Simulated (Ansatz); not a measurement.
Ansatz (a first-principles code) input file for Sb(Br)(Me)2 (C2H6BrSb), SMILES [CH3][Sb]([CH3])[Br], PBE/def2-SVPD. Coordinates come from a PBE0-D3(BJ)/def2-SVP optimisation. The structure was generated by enumeration; whether it is a known compound was not checked. The def2 effective core potentials stand for the cores of Sb; spin–orbit coupling is left out.

Ansatz 0.2 input:
```yaml
crystal:
  periodic: [false, false, false]
  atoms:
    - {symbol: Sb, position_ang: [-0.74748416, 0.43792891, -0.00000000]}
    - {symbol: Br, position_ang: [1.74002024, -0.10602951, -0.00000000]}
    - {symbol: C, position_ang: [-1.23648669, -0.95679264, 1.58072110]}
    - {symbol: H, position_ang: [-0.88679622, -0.56224356, 2.54447149]}
    - {symbol: H, position_ang: [-2.32936639, -1.08521553, 1.61738511]}
    - {symbol: H, position_ang: [-0.75442524, -1.92345579, 1.38109962]}
    - {symbol: C, position_ang: [-1.23648669, -0.95679264, -1.58072110]}
    - {symbol: H, position_ang: [-0.88679624, -0.56224357, -2.54447150]}
    - {symbol: H, position_ang: [-0.75442524, -1.92345580, -1.38109962]}
    - {symbol: H, position_ang: [-2.32936639, -1.08521554, -1.61738511]}
basis:
  gaussian:
    orbitals: def2-SVPD
hamiltonian:
  xc: {name: PBE}
```

Output:

```
WARN ansatz: RAYON_NUM_THREADS=1 ignored (pool sized by the plan → 1); use --threads N
Functional definition: PBE
integrals: 0.11 GiB planned
1525 factors; their error is unknown
mean field: 0.66 GiB planned
mean field evaluation 1: about -78718.7474 eV, gradient 7.6e1 eV
mean field evaluation 2: about -78683.8586 eV, gradient 1.2e2 eV
mean field evaluation 4: about -78733.1281 eV, gradient 8.8e0 eV
mean field evaluation 8: about -78733.3919 eV, gradient 2.0e-1 eV
mean field evaluation 16: about -78733.3385 eV, gradient 1.6e-4 eV
mean field -78733.33845192 eV, -2893.3968207344 hartree, gradient 2.6e-5 eV, S^2 0.000000; 0 other end points of the search recorded, 0 dependent functions left out
reference -78733.33850625 eV, -2893.3968227310 hartree; 38, 38 occupied and 123, 123 virtual orbitals, 1525 factors
Total energy: -78733.33850625 eV, -2893.3968227310 hartree
```

The run converged.

Cost: very roughly 7 core-seconds.
